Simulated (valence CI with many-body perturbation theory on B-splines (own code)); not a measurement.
## Ru²⁹⁺: calculated level list

Level of theory: relativistic CI+MBPT: five valence electrons over a frozen Dirac-Fock core [Ne], a basis of 11 s, 11 p, 10 d, 8 f, 5 g, 2 h functions for each j, with the one-electron correlation potential Σ1 (screened to all orders), the two-electron term Σ2, the three-electron term Σ3, Breit, model QED; selected single and double excitations, second order for the rest, scaled by the run's own slope (own B-spline code, finite nucleus).

No measured spectrum was set against this ion. As an estimate, large intervals hold to a few tenths of a per cent, small ones and those within an open d or f shell to about a per cent. Among the levels kept, up to 3600 cm⁻¹ of a level comes from second order outside the variational space, and about a tenth of that is noise between levels of different J, which matters for small intervals.

Levels 136 to 168 of 168, with energies above the lowest level, 3s2 3p3 4S°_3/2. "Leading %" is the weight of the configuration and term that name the level; weights of strongly mixed levels are sums over their largest components and can fall short. Lifetimes count E1, E2, E3, M1 and M2 decay at the calculated energies, and are blank where another channel may lead or the interval is too uncertain; long ones can be off by a factor of two.

| No. | Configuration | Term | J | E (eV) | Leading % | Lifetime | Second component | g |
| --- | --- | --- | --- | --- | --- | --- | --- | --- |
| 136 | 3s 3p3 3d | 2D° | 5/2 | 317.46 | 17 | 3.34 ps | 12 % 3s2 3p 3d2 2D° | 1.234 |
| 137 | 3s2 3p 3d2 | 2H° | 11/2 | 317.61 | 96 | 10.8 ps |  | 1.092 |
| 138 | 3s2 3p 3d2 | 4D° | 7/2 | 319.29 | 46 | 4.39 ps | 12 % 3s 3p3 3d 2F° | 1.329 |
| 139 | 3s2 3p 3d2 | 4P° | 5/2 | 319.47 | 31 | 3.42 ps | 19 % 3s 3p3 3d 2D° | 1.284 |
| 140 | 3s2 3p 3d2 | 2G° | 9/2 | 321.66 | 47 | 4.42 ps | 23 % 3s2 3p 3d2 4F° | 1.150 |
| 141 | 3s 3p3 3d | 2S° | 1/2 | 322.58 | 36 | 2.28 ps | 31 % 3s2 3p 3d2 2S° | 1.930 |
| 142 | 3s2 3p 3d2 | 4D° | 3/2 | 323.17 | 25 | 2.59 ps | 18 % 3s 3p3 3d 2D° | 1.097 |
| 143 | 3s2 3p 3d2 | 4D° | 1/2 | 324.80 | 24 | 2.53 ps | 21 % 3s 3p3 3d 4D° | 0.346 |
| 144 | 3s2 3p 3d2 | 2G° | 7/2 | 325.12 | 55 | 3.11 ps | 17 % 3s2 3p 3d2 2F° | 1.004 |
| 145 | 3s2 3p 3d2 | 4S° | 3/2 | 325.82 | 39 | 2.10 ps | 14 % 3s2 3p 3d2 4P° | 1.706 |
| 146 | 3s 3p3 3d | 2D° | 5/2 | 326.02 | 22 | 3.11 ps | 17 % 3s2 3p 3d2 4D° | 1.185 |
| 147 | 3s 3p2 3d2 | 6G | 3/2 | 327.98 | 67 | 140 ps | 14 % 3s 3p2 3d2 4F | 0.229 |
| 148 | 3s 3p3 3d | 2F° | 5/2 | 329.06 | 22 | 2.63 ps | 18 % 3s2 3p 3d2 2F° | 0.988 |
| 149 | 3s 3p2 3d2 | 6G | 5/2 | 330.35 | 43 | 94.2 ps | 10 % 3s 3p2 3d2 4D | 1.066 |
| 150 | 3s2 3p 3d2 | 2D° | 3/2 | 330.65 | 31 | 2.85 ps | 25 % 3s2 3p 3d2 2P° | 1.047 |
| 151 | 3s2 3p 3d2 | 2F° | 7/2 | 332.41 | 35 | 2.61 ps | 14 % 3s2 3p 3d2 2G° | 1.111 |
| 152 | 3s2 3p 3d2 | 2G° | 9/2 | 333.68 | 85 | 2.85 ps | 5 % 3s 3p3 3d 2G° | 1.113 |
| 153 | 3s 3p3 3d | 2D° | 3/2 | 334.04 | 27 | 1.99 ps | 22 % 3s2 3p 3d2 2P° | 1.097 |
| 154 | 3p4 3d | 4D | 3/2 | 335.91 | 29 | 23.3 ps | 10 % 3p4 3d 2D | 1.094 |
| 155 | 3s2 3p 3d2 | 2D° | 5/2 | 336.22 | 51 | 2.35 ps | 18 % 3s2 3p 3d2 2F° | 1.131 |
| 156 | 3s 3p2 3d2 | 6G | 7/2 | 336.42 | 45 | 52.8 ps | 15 % 3s 3p2 3d2 6F | 1.248 |
| 157 | 3s 3p2 3d2 | 6G | 5/2 | 336.52 | 29 | 28.1 ps | 24 % 3p4 3d 4D | 1.163 |
| 158 | 3p4 3d | 4P | 1/2 | 336.69 | 16 | 31.3 ps | 14 % 3p4 3d 2P | 1.557 |
| 159 | 3s2 3p 3d2 | 2P° | 3/2 | 340.56 | 59 | 3.26 ps | 10 % 3s2 3p 3d2 2D° | 1.231 |
| 160 | 3p4 3d | 4D | 7/2 | 340.83 | 27 | 18.3 ps | 18 % 3s 3p2 3d2 6G | 1.256 |
| 161 | 3s2 3p 3d2 | 2F° | 5/2 | 341.02 | 58 | 2.79 ps | 17 % 3s 3p3 3d 2F° | 0.917 |
| 162 | 3s 3p2 3d2 | 6D | 1/2 | 341.13 | 52 | 35.7 ps | 8 % 3s 3p2 3d2 4P | 2.332 |
| 163 | 3s 3p3 3d | 2P° | 1/2 | 341.98 | 39 | 1.87 ps | 33 % 3s2 3p 3d2 2P° | 0.703 |
| 164 | 3s2 3p 3d2 | 2D° | 5/2 | 342.72 | 76 | 2.96 ps | 7 % 3s 3p3 3d 2D° | 1.197 |
| 165 | 3s2 3p 3d2 | 2F° | 7/2 | 342.85 | 39 | 3.26 ps | 34 % 3s2 3p 3d2 2G° | 1.054 |
| 166 | 3s2 3p 3d2 | 2D° | 3/2 | 343.41 | 45 | 2.39 ps | 22 % 3s 3p3 3d 2D° | 0.932 |
| 167 | 3s 3p2 3d2 | 6G | 9/2 | 343.74 | 36 | 25.5 ps | 20 % 3s 3p2 3d2 6F | 1.317 |
| 168 | 3s 3p2 3d2 | 6D | 3/2 | 345.04 | 64 | 33.1 ps | 15 % 3s 3p2 3d2 4P | 1.831 |

Names give the largest LS component (configuration and term), which can be under half, so a name can repeat, a term be missing and a line seem to break the LS rules; names also repeat where a configuration has a term twice.
